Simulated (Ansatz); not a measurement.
Ansatz (an electronic-structure program) input:

Ansatz 0.2 input:
```yaml
crystal:
  periodic: [false, false, false]
  atoms:
    - {symbol: Si, position_ang: [-0.01740984, -0.00994009, -0.00265093]}
    - {symbol: O, position_ang: [1.43823101, -0.38609932, -0.65534898]}
    - {symbol: O, position_ang: [0.30372365, 0.53022022, 1.51275448]}
    - {symbol: O, position_ang: [-0.84866441, 1.15231028, -0.79308655]}
    - {symbol: N, position_ang: [-1.01878133, -1.42803637, -0.15552798]}
    - {symbol: H, position_ang: [1.43814923, -0.95488167, -1.42982482]}
    - {symbol: H, position_ang: [1.15454322, 0.29005193, 1.88872222]}
    - {symbol: H, position_ang: [-0.74156970, 2.05784031, -0.49088797]}
    - {symbol: H, position_ang: [-1.62223756, -1.62904400, 0.64324792]}
basis:
  gaussian:
    orbitals: def2-SVP
hamiltonian:
  xc: {name: PBE0}
magnetization: {spin_polarized: true, initial_magnetization: 1}
```

Predict the final energy.

-571.68222 Eh (PBE0/def2-SVP). The basis has 94 functions.

It need not be the lowest isomer of its formula.
